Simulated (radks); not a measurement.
Question: Species: I II. Configuration: [Kr] 4d10 5s2 5p4. Calculated with a radial shooting solver on a logarithmic mesh with Libxc functionals: scalar-relativistic Kohn-Sham, PBE, spin-polarised, spherical densities, point nucleus; open shells are filled with parallel spins first (spin-orbit coupling, left out, can overturn this in heavy ions). Some entries of the table are withheld. Estimate them.

orbital  occ.  eigenvalue (Ry)  <r^2> (bohr^2)  <r> (bohr)
1s up       1        -2425.066        0.001005     0.02722
1s down     1        -2425.061        0.001005     0.02722
2s up       1        -375.2721         0.01619      0.1172
2s down     1        -375.2699         0.01619      0.1172
2p up       3        -336.8839         0.01282      0.1025
2p down     3        -336.8797         0.01282      0.1025
3s up       1        -76.30210          0.1127      0.3141
3s down     1        -76.29779          0.1127      0.3141
3p up       3        -63.86368          0.1130      0.3121
3p down     3        -63.85875          0.1130      0.3121
3d up       5        -45.24029         0.09858      0.2886
3d down     5        -45.23557         0.09857      0.2886
4s up       1        -13.97561          0.6185      0.7399
4s down     1        -13.96526          0.6183      0.7399
4p up       3        -10.07807          0.7149      0.7920
4p down     3        -10.06740          0.7140      0.7917
4d up       5         -4.39857          0.9955      0.9218
4d down     5         -4.38150          0.9870      0.9185
5s up       1              (1)           4.171       1.924
5s down     1              (2)           4.157       1.918
5p up       3         -1.17390           6.078       2.312
5p down     1         -1.06526           6.248       2.338

Answer: 
(1) 5s up eigenvalue (Ry): -1.97362
(2) 5s down eigenvalue (Ry): -1.86880
